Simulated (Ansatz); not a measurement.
Consider the isomerisation: `[SiH3]C#CS[SiH3]` → `C#C[SiH2]S[SiH3]`.

Isolated molecules relaxed with PBE0-D4/def2-TZVP in Ansatz; ΔE leaves out vibrations. CBS: MP2 limit from def2 TZ/QZ plus the TZ coupled-cluster correction, frozen cores. DFT in def2-TZVPP. B3LYP here is the variant with VWN-RPA as its local correlation; programs differ in this. Each species was taken in one conformer, which may not be the lowest.

`[SiH3]C#CS[SiH3]`:

```xyz
11

Si   -2.438    0.581    1.027
C    -1.125    0.223   -0.175
C    -0.245   -0.017   -0.977
S     0.948   -0.346   -2.108
Si    2.546   -0.579   -0.676
H    -3.502   -0.450    0.938
H    -3.025    1.916    0.752
H    -1.856    0.571    2.393
H     2.229   -1.695    0.245
H     3.743   -0.887   -1.496
H     2.725    0.683    0.078
```

`C#C[SiH2]S[SiH3]`:

```xyz
11

C    -2.064    1.199    0.792
C    -1.260    0.320    0.983
Si   -0.016   -0.989    1.221
S     0.657   -1.742   -0.656
Si    1.145    0.135   -1.564
H    -2.777    1.974    0.627
H     1.110   -0.416    1.995
H    -0.616   -2.134    1.943
H    -0.053    0.776   -2.157
H     2.131   -0.166   -2.630
H     1.744    1.045   -0.554
```

(1) Is it downhill or uphill in electronic energy at CCSD(T)/CBS, and by how much? (Estimate.)

(2) What do these levels give: r2SCAN-D4, PBE0-D4, B3LYP-D4, ωB97X-V, PBE0, B3LYP, HF/def2-TZVPP, MP2/def2-TZVPP, SCS-MP2/def2-TZVPP, CCSD/def2-TZVPP, MP2/def2-QZVPP, HF/CBS(def2)? (An estimate is asked.)

Largest T1 diagnostic among the species: 0.013.

Results:

(1) The calculation gave: Downhill: ΔE = -99.6 kJ/mol.

(2) The calculation gave: r2SCAN-D4 -88.7, PBE0-D4 -89.8, B3LYP-D4 -87.5, ωB97X-V -94.2, PBE0 -86.2, B3LYP -80.9, HF/def2-TZVPP -95.3, MP2/def2-TZVPP -94.2, SCS-MP2/def2-TZVPP -91.9, CCSD/def2-TZVPP -95.9, MP2/def2-QZVPP -97.3, HF/CBS(def2) -95.5 kJ/mol.

The D4 term adds −6.6 kJ/mol with B3LYP and −3.6 kJ/mol with PBE0; it sums over pairs of atoms, weighted by their polarisabilities, and B3LYP, whose exchange is more repulsive, gets the larger term. From PBE to PBE0 (25 % exact exchange), in def2-TZVPP and without D4, ΔE moves by −7.2 kJ/mol.
